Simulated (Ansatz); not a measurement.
Reaction (formal exchange of groups at a Ge–B bond): `[BH2][GeH2][SiH3]` + `[SiH3][GeH2][SiH3]` → `[SiH3][GeH2][SiH2][GeH2][SiH3]` + BH₃

Isolated molecules relaxed with PBE0-D4/def2-TZVP in Ansatz; ΔE leaves out vibrations. CBS: MP2 limit from def2 TZ/QZ plus the TZ coupled-cluster correction, frozen cores. This one scheme is used for every species. DFT in def2-TZVPP. For Ge outer-core shells are correlated without core-valence functions, which leaves a few kJ/mol of doubt a bond. Scalar relativity is left out up to krypton. Each species was taken in one conformer, which may not be the lowest.

```
             level  ΔE (eV)
              BLYP    -0.13
RPA@PBE/def2-TZVPP    -0.31
```

(1) What does CCSD(T)/CBS give? (Estimate.)

Largest T1 diagnostic among the species: 0.013.

Answers

(1) Ansatz gave: -0.32 eV. The listed levels differ from it by 0.19, 0.01 eV.

Leaving LDA and LC-ωPBE aside and taking each functional with its dispersion term where it has one, the values, not all of them listed here, spread over 0.13 eV, from BHLYP-D4 to B2PLYP. From BLYP to BHLYP (50 % exact exchange), in def2-TZVPP and without D4, ΔE moves by −0.09 eV. The D4 term adds −0.16 eV with B3LYP and −0.10 eV with PBE0; it sums over pairs of atoms, weighted by their polarisabilities, and B3LYP, whose exchange is more repulsive, gets the larger term.

B3LYP here is the variant with VWN-RPA as its local correlation; programs differ in this.
